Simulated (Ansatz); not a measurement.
Geometry optimisation of Cl2H4In2 (`[Cl+]1[InH2-][Cl+][InH2-]1`).

```yaml
crystal:
  periodic: [false, false, false]
  atoms:
    - {symbol: Cl, position_ang: [-1.649770, 0.151250, -0.184820]}
    - {symbol: In, position_ang: [0.139610, 1.823420, 0.245600]}
    - {symbol: Cl, position_ang: [1.649810, -0.151320, 0.186530]}
    - {symbol: In, position_ang: [-0.139540, -1.823600, -0.244860]}
    - {symbol: H, position_ang: [0.381660, 2.706750, -1.169100]}
    - {symbol: H, position_ang: [0.003700, 2.332250, 1.845930]}
    - {symbol: H, position_ang: [-0.008310, -2.329130, -1.846970]}
    - {symbol: H, position_ang: [-0.377150, -2.709620, 1.167690]}
basis:
  gaussian: {orbitals: def2-TZVP}
hamiltonian: {xc: pbe0, dispersion: d4}
relax: {f_tol: 0.005, max_steps: 150}
```

```sh
$ ansatz run in.yaml --threads 4 --pin off --events-out ev --progress --plain --max-ram 10444MiB
```

Output, abridged:

```
Functional definition: PBE0
mean field -35453.47385374 eV, -1302.8911328972 hartree, gradient 3.1e-5 eV, S^2 0.000000; 0 other end points of the search recorded, 0 dependent functions left out
relax step   1: F+E_penalty+E_count = -35453.69876584 eV  Δ(F+E_penalty+E_count) = +0.000e0 eV  max|allowed force component| = 7.528e-1 eV/Å  Δτ_max = 0.0000 Å  (24 SCF iters, accepted)
mean field -35453.57260136 eV, -1302.8947618052 hartree, gradient 2.4e-5 eV, S^2 0.000000; 0 other end points of the search recorded, 0 dependent functions left out
relax step   2: F+E_penalty+E_count = -35453.79457432 eV  Δ(F+E_penalty+E_count) = -9.581e-2 eV  max|allowed force component| = 2.822e-1 eV/Å  Δτ_max = 0.1750 Å  (28 SCF iters, accepted)
mean field -35453.59756656 eV, -1302.8956792596 hartree, gradient 9.1e-6 eV, S^2 0.000000; 0 other end points of the search recorded, 0 dependent functions left out
relax step   3: F+E_penalty+E_count = -35453.82042048 eV  Δ(F+E_penalty+E_count) = -2.585e-2 eV  max|allowed force component| = 5.210e-2 eV/Å  Δτ_max = 0.0675 Å  (29 SCF iters, accepted)
mean field -35453.59861933 eV, -1302.8957179482 hartree, gradient 9.0e-6 eV, S^2 0.000000; 0 other end points of the search recorded, 0 dependent functions left out
relax step   4: F+E_penalty+E_count = -35453.82156364 eV  Δ(F+E_penalty+E_count) = -1.143e-3 eV  max|allowed force component| = 7.645e-3 eV/Å  Δτ_max = 0.0111 Å  (30 SCF iters, accepted)
mean field -35453.59862076 eV, -1302.8957180006 hartree, gradient 9.0e-6 eV, S^2 0.000000; 0 other end points of the search recorded, 0 dependent functions left out
relax step   5: F+E_penalty+E_count = -35453.82161424 eV  Δ(F+E_penalty+E_count) = -5.060e-5 eV  max|allowed force component| = 6.005e-4 eV/Å  Δτ_max = 0.0045 Å  (30 SCF iters, accepted)
mean field -35453.59862076 eV, -1302.8957180006 hartree, gradient 1.2e-5 eV, S^2 0.000000; 1 other end points of the search recorded, 0 dependent functions left out
Total energy: -35453.82166090 eV, -1302.9039145747 hartree
Atom 0 at    -1.747378     0.159992    -0.195498 Å, force     0.000276    -0.000020     0.000008 eV/Å
Atom 1 at     0.139981     1.829583     0.246142 Å, force    -0.000046    -0.000601    -0.000063 eV/Å
Atom 2 at     1.747139    -0.160235     0.197446 Å, force    -0.000268     0.000029    -0.000054 eV/Å
Atom 3 at    -0.139957    -1.829561    -0.246313 Å, force     0.000040     0.000589     0.000098 eV/Å
Atom 4 at     0.378664     2.596472    -1.251234 Å, force    -0.000018    -0.000364    -0.000284 eV/Å
Atom 5 at    -0.011251     2.204699     1.896482 Å, force    -0.000047    -0.000444     0.000180 eV/Å
Atom 6 at     0.011449    -2.202609    -1.897111 Å, force     0.000075     0.000424    -0.000174 eV/Å
Atom 7 at    -0.378637    -2.598342     1.250087 Å, force    -0.000011     0.000388     0.000288 eV/Å
Dipole moment:     0.000037     0.000040    -0.000297 e Å
```

Hardware: 4 threads of an Intel Xeon Platinum 8259CL on a shared host. Wall time 35 s, peak host memory 0.74 GiB.
